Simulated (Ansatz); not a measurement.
C2H2OTe (`O=C=C[TeH]`). Total charge 0; spin multiplicity 1. Te takes the def2 core potential.

```
atom    x (Å)    y (Å)    z (Å)
  O1  -1.8294   1.1052  -0.8995
  C2  -0.8258   0.5574  -0.7330
  C3   0.3109  -0.0519  -0.5143
 Te4   1.1040   0.1894   1.3987
  H5   0.8134  -0.6086  -1.2901
  H6   0.4268  -1.1914   2.0383
```

Problem. List the harmonic frequencies (cm⁻¹, unscaled) at PBE0-D4/def2-TZVP in Ansatz. (Estimate.)

Solution. Ansatz gave: 130, 208, 481, 485, 593, 696, 712, 1070, 1286, 2106, 2238, 3252.

Problem. Is this a minimum?

Solution. Yes, all 12 modes are real.

Problem. Give the ideal-gas thermochemistry at 298.15 K and 1 bar (rigid rotor, harmonic oscillator; point group C1, symmetry number 1).

Solution. Zero-point energy 79.3 kJ/mol; H(298) − E = 94.8 kJ/mol; entropy 313.6 J/(mol·K), of which translation 172.9, rotation 109.0, vibration 31.7; G(298) − E = 1.3 kJ/mol.
